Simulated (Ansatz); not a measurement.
Molecule: CHF, charge 0, multiplicity 1. SMILES: [CH]F
Geometry from a B3LYP-D3(BJ)/def2-TZVP (Ansatz, a quantum-chemistry and plane-wave program) optimisation:
```
C
F 1 1.3097
H 1 1.1236 2 102.28
```
Charge 0, spin multiplicity 1.

**Question.** Give the harmonic wavenumbers at B3LYP-D3(BJ)/def2-TZVP (Ansatz, finite differences of forces, unscaled).

**Answer.** 1205, 1441, 2763 cm⁻¹. Zero-point energy 7.7 kcal/mol.

**Question.** From these and the geometry, give the ideal-gas thermochemistry at 298.15 K and 1 atm (rigid rotor, harmonic oscillator).

**Answer.** Point group Cs, rotational symmetry number 1. Rotational constants 468.8, 36.68, 34.02 GHz. S(trans) 36.32, S(rot) 16.96, S(vib) 0.06, S(elec, spin only) 0.00, S 53.3 cal/(mol K). H(298) - H(0) 2.38 kcal/mol; G - E(el) -5.8 kcal/mol.
